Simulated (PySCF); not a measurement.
## Which enantiomer?

Computed, not measured: TDDFT BHandHLYP/def2-SVPD circular dichroism and optical rotation, one conformer, gas phase (PySCF). Geometry: GFN2-xTB.

States above about 8.6 eV (minus the energy of the highest occupied orbital) lie near or above the ionisation threshold and depend on the basis.

Values for one enantiomer of C5H6FNS, R in 10⁻⁴⁰ esu² cm² (velocity form):
| λ (nm) | f | R |
| --- | --- | --- |
| 248 | 0.0008 | -5.9 |
| 182 | 0.016 | +16.6 |
| 176 | 0.021 | -21.1 |
| 171 | 0.024 | +16.7 |
| 162 | 0.012 | -6.4 |
| 158 | 0.075 | -34.4 |
| 158 | 0.002 | -5.1 |
| 155 | 0.003 | +4.8 |
| 153 | 0.016 | +9.0 |
| 149 | 0.023 | +8.3 |
| 145 | 0.002 | -7.4 |
| 145 | 0.008 | -16.5 |
| 143 | 0.034 | +15.6 |
| 141 | 0.016 | +10.5 |
| 139 | 0.017 | +12.1 |
| 138 | 0.079 | -17.8 |

[α] at 589.3 nm: -131 deg dm⁻¹ (g/mL)⁻¹ (origin-invariant length gauge).

Question: Which structure gives these signs?
A. C[C@@]1(C#N)CS[C@@H]1F
B. C[C@]1(C#N)CS[C@H]1F

Answer: B. Its CIP labels in SMILES order are S, R; the other enantiomer gives every sign reversed.

The signs above follow by mirror symmetry from the run on the other enantiomer. Geometry of C[C@@]1(C#N)CS[C@@H]1F as run:
```xyz
14

C     1.480   -0.122    0.093
C    -0.001    0.234   -0.024
C    -0.151    1.672   -0.089
N    -0.261    2.806   -0.164
C    -0.703   -0.497   -1.186
S    -1.518   -1.684   -0.053
C    -0.836   -0.431    1.094
F    -1.794    0.372    1.626
H     1.905    0.313    0.995
H     2.024    0.262   -0.767
H     1.596   -1.203    0.131
H    -0.034   -0.976   -1.897
H    -1.441    0.109   -1.710
H    -0.270   -0.854    1.929
```
